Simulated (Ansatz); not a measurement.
In20 (relaxed from a model of In20 flat piece, whose bonding it doesn't keep). Total charge 0; singlet. Geometry PBE-D4/def2-SVP.

Cartesian coordinates in Å:
```
In 4.011 2.951 0.459
In 0.440 3.725 -1.656
In 3.508 3.973 -2.510
In 2.246 1.085 -1.443
In 1.592 2.305 -4.388
In 1.156 3.576 1.221
In 2.367 0.451 1.553
In -0.636 1.416 0.108
In 0.971 -1.531 -0.891
In -0.437 0.357 -3.133
In -0.201 1.739 3.282
In -0.284 -1.084 1.944
In -2.391 -0.704 -0.826
In -0.689 -3.633 0.275
In -1.348 -2.586 -3.046
In 0.801 -0.575 5.144
In -2.209 -0.656 4.558
In -3.247 -1.786 1.952
In -3.737 -3.420 -0.617
In -1.911 -5.601 -1.988
```

In the def2 sets In takes a core potential; there is no spin–orbit coupling. B3LYP takes the VWN-RPA correlation. Single mean-field runs in def2-SVP, def2-TZVP are fitted with def2-universal-jkfit. The restricted singlet is unstable towards broken spin symmetry in Hartree–Fock (as tested in another run); at PBE-D4/def2-SVP, PBE-D4/def2-TZVP, r2SCAN-D4/def2-TZVP, B3LYP-D4/def2-TZVP and others this wasn't settled.

Task: Estimate the orbital energies around the gap (eV) in Ansatz with PBE-D4/def2-SVP, PBE-D4/def2-TZVP, r2SCAN-D4/def2-TZVP, B3LYP-D4/def2-TZVP, PBE0-D4/def2-TZVP.

Result: 
```csv
orbital,PBE-D4/def2-SVP,PBE-D4/def2-TZVP,r2SCAN-D4/def2-TZVP,B3LYP-D4/def2-TZVP,PBE0-D4/def2-TZVP
HOMO−9,-5.01,-5.00,-5.21,-5.34,-5.57
HOMO−8,-4.75,-4.74,-4.93,-5.05,-5.26
HOMO−7,-4.74,-4.73,-4.93,-5.04,-5.25
HOMO−6,-4.70,-4.68,-4.88,-5.01,-5.22
HOMO−5,-4.52,-4.51,-4.71,-4.83,-5.01
HOMO−4,-4.38,-4.37,-4.56,-4.71,-4.89
HOMO−3,-4.33,-4.32,-4.51,-4.64,-4.81
HOMO−2,-4.23,-4.22,-4.39,-4.51,-4.68
HOMO−1,-4.15,-4.15,-4.31,-4.43,-4.60
HOMO,-4.14,-4.13,-4.30,-4.42,-4.58
LUMO,-3.67,-3.67,-3.75,-3.34,-3.33
LUMO+1,-3.50,-3.50,-3.55,-3.15,-3.12
LUMO+2,-3.38,-3.38,-3.43,-3.00,-2.95
LUMO+3,-3.16,-3.15,-3.19,-2.79,-2.73
LUMO+4,-3.00,-3.00,-3.03,-2.63,-2.58
LUMO+5,-2.85,-2.85,-2.86,-2.47,-2.40
```
